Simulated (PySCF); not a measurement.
CHCl (SMILES [CH]Cl), singlet, at a GFN2-xTB geometry; CCSD/6-31G* (PySCF).

Here is a job for PySCF.
```python
from pyscf import gto, scf, cc

mol = gto.M(
    atom='''
C    -1.02555045    0.51141695    0.04925011
Cl    0.46670147   -0.16319083   -0.01323040
H    -1.78062225   -0.29425759   -0.07058381
''',
    basis='6-31g*',
    verbose=5,
)

mf = scf.RHF(mol)
mf.kernel()

mycc = cc.CCSD(mf)
mycc.kernel()
print('E(CCSD) = %.10f' % mycc.e_tot)
```

It wrote (shortened):

```
PySCF version 2.14.0

[INPUT] verbose = 5
[INPUT] max_memory = 4000
[INPUT] num. atoms = 3
[INPUT] num. electrons = 24
[INPUT] charge = 0
[INPUT] spin (= nelec alpha-beta = 2S) = 0
[INPUT] symmetry False subgroup None
[INPUT] Mole.unit = angstrom
[INPUT] Symbol           X                Y                Z      unit          X                Y                Z       unit  Magmom
[...]
[INPUT] ---------------- BASIS SET ----------------
[INPUT] l, kappa, [nprim/nctr], expnt,             c_1 c_2 ...
[INPUT] Cl
[...]
                                3780.35           0.014034
                                860.474           0.069097
                                242.145           0.237452
                                77.3349           0.483034
                                26.247            0.339856
[...]
                                116.984           -0.030714
                                37.4153           -0.112528
                                13.7834           0.045016
                                5.45215           0.589353
                                2.22588           0.465206
[...]
                                1.14427           0.061589
                                0.420377          1.06018
[...]
                                116.984           0.030318
                                37.4153           0.12988
                                13.7834           0.327951
                                5.45215           0.453527
                                2.22588           0.252154
[...]
                                1.14427           0.323572
                                0.420377          0.743507
[...]
[INPUT] C
[...]
                                457.36951         0.0140373
                                103.94869         0.0688426
                                29.210155         0.2321844
                                9.286663          0.4679413
                                3.163927          0.362312
[...]
                                1.8812885         -0.1608542
                                0.5442493         1.1434564
[...]
                                1.8812885         0.316424
                                0.5442493         0.7443083
[...]
[INPUT] H
[...]
                                2.8253937         0.23472695
                                0.6401217         0.81375733
[...]
nuclear repulsion = 39.7889965277037
number of shells = 16
number of NR pGTOs = 82
number of NR cGTOs = 34
basis = 6-31g*
ecp = {}

******** <class 'pyscf.scf.hf.RHF'> ********
method = RHF
initial guess = minao
damping factor = 0
level_shift factor = 0
DIIS = <class 'pyscf.scf.diis.CDIIS'>
diis_start_cycle = 1
diis_space = 8
diis_damp = 0
SCF conv_tol = 1e-09
SCF conv_tol_grad = None
SCF max_cycles = 50
direct_scf = True
direct_scf_tol = 1e-13
Set gradient conv threshold to 3.16228e-05
Initial guess from minao.
E1 = -764.857807226172  E2 = 227.16721050805168  Ecoul = 260.09091453143304  Exc = -32.92370402338136
init E= -497.901600190417
cond(S) = 193.83608275119698
[...]
  mo_energy =
[-1.04899599e+02 -1.12895277e+01 -1.06417380e+01 -8.10444896e+00
 -8.10114508e+00 -8.10114288e+00 -1.35000721e+00 -8.65598722e-01
 -5.47202528e-01 -4.92313795e-01 -4.52415251e-01 -1.81057630e-01
 -5.18106419e-02  1.72401087e-01  2.61187999e-01  5.30999483e-01
  5.93517337e-01  6.07577005e-01  6.12429424e-01  7.46182182e-01
  7.92023406e-01  7.98341301e-01  1.02144504e+00  1.06584503e+00
  1.07411773e+00  1.08484535e+00  1.12787664e+00  1.21116274e+00
  1.40447703e+00  1.94762292e+00  2.07174068e+00  2.11952177e+00
  2.36605137e+00  2.59201917e+00]
E1 = -764.5317952195177  E2 = 226.9886842975505  Ecoul = 259.9644881623066  Exc = -32.97580386475613
cycle= 1 E= -497.754114394263  delta_E= 0.147  |g|= 0.332  |ddm|= 1.79
[...]
  mo_energy =
[-1.04829117e+02 -1.15132409e+01 -1.05796882e+01 -8.04777940e+00
 -8.04412863e+00 -8.04248884e+00 -1.23269657e+00 -8.86723165e-01
[...]
[...]
  mo_energy =
[-1.04856400e+02 -1.13278432e+01 -1.05983623e+01 -8.06658099e+00
 -8.06408943e+00 -8.06266905e+00 -1.19848686e+00 -8.42032945e-01
 -6.19718692e-01 -5.26731901e-01 -5.20781724e-01 -3.66958935e-01
  6.39365604e-02  2.21338162e-01  2.85375178e-01  5.37289357e-01
  6.05981042e-01  6.10912506e-01  6.22827460e-01  7.57519231e-01
  7.91254260e-01  8.12282026e-01  1.03197322e+00  1.07597459e+00
  1.08677415e+00  1.10388621e+00  1.14145257e+00  1.21972161e+00
  1.41858551e+00  1.93824909e+00  2.07885033e+00  2.11322438e+00
  2.36513059e+00  2.60461588e+00]
E1 = -765.0616414726702  E2 = 227.48017578519892  Ecoul = 260.5250914627022  Exc = -33.0449156775033
cycle= 9 E= -497.792469159768  delta_E= -3.09e-09  |g|= 1.04e-05  |ddm|= 0.000233
[...]
  mo_energy =
[-1.04856398e+02 -1.13278412e+01 -1.05983607e+01 -8.06657943e+00
 -8.06408784e+00 -8.06266741e+00 -1.19848669e+00 -8.42032813e-01
 -6.19719625e-01 -5.26731853e-01 -5.20781201e-01 -3.66958205e-01
  6.39371464e-02  2.21338887e-01  2.85374469e-01  5.37289610e-01
  6.05981218e-01  6.10913210e-01  6.22827875e-01  7.57519569e-01
  7.91254447e-01  8.12282372e-01  1.03197296e+00  1.07597538e+00
  1.08677449e+00  1.10388699e+00  1.14145264e+00  1.21972180e+00
  1.41858606e+00  1.93824877e+00  2.07885024e+00  2.11322487e+00
  2.36513045e+00  2.60461617e+00]
E1 = -765.0616319736536  E2 = 227.48016628609238  Ecoul = 260.5250820731197  Exc = -33.04491578702729
cycle= 10 E= -497.792469159857  delta_E= -8.98e-11  |g|= 1.51e-06  |ddm|= 3.99e-05
[...]
  mo_energy =
[-1.04856399e+02 -1.13278416e+01 -1.05983614e+01 -8.06658014e+00
 -8.06408855e+00 -8.06266812e+00 -1.19848687e+00 -8.42032923e-01
 -6.19719770e-01 -5.26732072e-01 -5.20781390e-01 -3.66958338e-01
  6.39370623e-02  2.21338933e-01  2.85374375e-01  5.37289449e-01
  6.05981022e-01  6.10913087e-01  6.22827749e-01  7.57519481e-01
  7.91254439e-01  8.12282293e-01  1.03197282e+00  1.07597510e+00
  1.08677432e+00  1.10388671e+00  1.14145255e+00  1.21972166e+00
  1.41858580e+00  1.93824868e+00  2.07885013e+00  2.11322477e+00
  2.36513039e+00  2.60461607e+00]
E1 = -765.0616330992933  E2 = 227.48016741172853  Ecoul = 260.5250832753305  Exc = -33.04491586360194
Extra cycle  E= -497.792469159861  delta_E= -3.64e-12  |g|= 5.74e-07  |ddm|= 3.11e-06
converged SCF energy = -497.792469159861

******** <class 'pyscf.cc.ccsd.CCSD'> ********
CC2 = 0
CCSD nocc = 12, nmo = 34
max_cycle = 50
direct = 0
conv_tol = 1e-07
conv_tol_normt = 1e-05
diis_space = 6
diis_start_cycle = 0
diis_start_energy_diff = 1e+09
Init t2, MP2 energy = -498.032752180034  E_corr(MP2) -0.240283020172607
Init E_corr(CCSD) = -0.240283020172766
cycle = 1  E_corr(CCSD) = -0.257932789110075  dE = -0.0176497689  norm(t1,t2) = 0.0564644
cycle = 2  E_corr(CCSD) = -0.265595650178966  dE = -0.00766286107  norm(t1,t2) = 0.0232106
cycle = 3  E_corr(CCSD) = -0.267440149185184  dE = -0.00184449901  norm(t1,t2) = 0.0151575
cycle = 4  E_corr(CCSD) = -0.269884696690933  dE = -0.00244454751  norm(t1,t2) = 0.00835446
cycle = 5  E_corr(CCSD) = -0.269455465435464  dE = 0.000429231255  norm(t1,t2) = 0.00276639
cycle = 6  E_corr(CCSD) = -0.26950226783927  dE = -4.68024038e-05  norm(t1,t2) = 0.000856032
cycle = 7  E_corr(CCSD) = -0.269516863862521  dE = -1.45960233e-05  norm(t1,t2) = 0.000339221
cycle = 8  E_corr(CCSD) = -0.26951272692443  dE = 4.13693809e-06  norm(t1,t2) = 0.000133745
cycle = 9  E_corr(CCSD) = -0.26951011413728  dE = 2.61278715e-06  norm(t1,t2) = 5.70006e-05
cycle = 10  E_corr(CCSD) = -0.269511071045097  dE = -9.56907818e-07  norm(t1,t2) = 1.47041e-05
cycle = 11  E_corr(CCSD) = -0.269510885109765  dE = 1.85935332e-07  norm(t1,t2) = 5.70959e-06
cycle = 12  E_corr(CCSD) = -0.269510697284146  dE = 1.87825619e-07  norm(t1,t2) = 2.04456e-06
cycle = 13  E_corr(CCSD) = -0.269510615524522  dE = 8.17596238e-08  norm(t1,t2) = 8.8904e-07
CCSD converged
E(CCSD) = -498.0619797753856  E_corr = -0.2695106155245224
E(CCSD) = -498.0619797754
```
